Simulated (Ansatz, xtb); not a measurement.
**CH3AlClFGe: where a starting geometry ends**

The starting geometry of this gas-phase singlet was built from a drawn formula by distance geometry; its bonds are those of `[F]/[Ge]([AlH2])=[CH]\Cl`.

```yaml
atoms:
  - { symbol: C, position_ang: [1.3894, 0.7556, -1.1863] }
  - { symbol: Al, position_ang: [-1.0790, -0.7891, 1.3894] }
  - { symbol: Cl, position_ang: [1.8978, 1.2913, -2.7909] }
  - { symbol: F, position_ang: [-1.4026, 1.1285, -1.7587] }
  - { symbol: Ge, position_ang: [-0.3255, 0.5585, -0.5169] }
  - { symbol: H, position_ang: [-2.3405, -0.0349, 1.9946] }
  - { symbol: H, position_ang: [-0.6108, -2.2346, 1.8001] }
  - { symbol: H, position_ang: [2.1935, 0.4559, -0.5507] }
```

Question: Predict what it relaxes into with r2SCAN-D4/def2-SVP.

Answer: It keeps its bonds, and is `[F]/[Ge]([AlH2])=[CH]\Cl`.

The energy falls by 0.39 eV over 10 steps:

```tsv
step	E − E(last) (eV)
1	0.389
2	0.197
3	0.131
4	0.080
5	0.021
6	0.002
7	0.000
8	0.000
9	0.000
10	0.000
```

Final geometry (Å):

```xyz
8

C     1.3507    0.5296   -1.2422
Al   -1.1678   -0.6853    1.3171
Cl    1.9335    1.3892   -2.6077
F    -1.4123    1.5546   -1.5350
Ge   -0.3426    0.5390   -0.5957
H    -2.6888   -0.5692    1.7288
H    -0.0653   -1.5544    2.0495
H     2.1150   -0.0722   -0.7342
```

From the same start GFN2-xTB ends elsewhere, differing in C1–Al2 (2.02 against 3.79 Å here), Al2–Cl3 (2.19 against 5.42 Å here), Al2–Ge5 (3.88 against 2.42 Å here).

No frequencies were run, so the end isn't proven a minimum. Run with Ansatz 0.2.0, 31 s on 2 threads of Intel(R) Xeon(R) Platinum 8259CL CPU @ 2.50GHz (Skylake/Cascade Lake) (shared host).
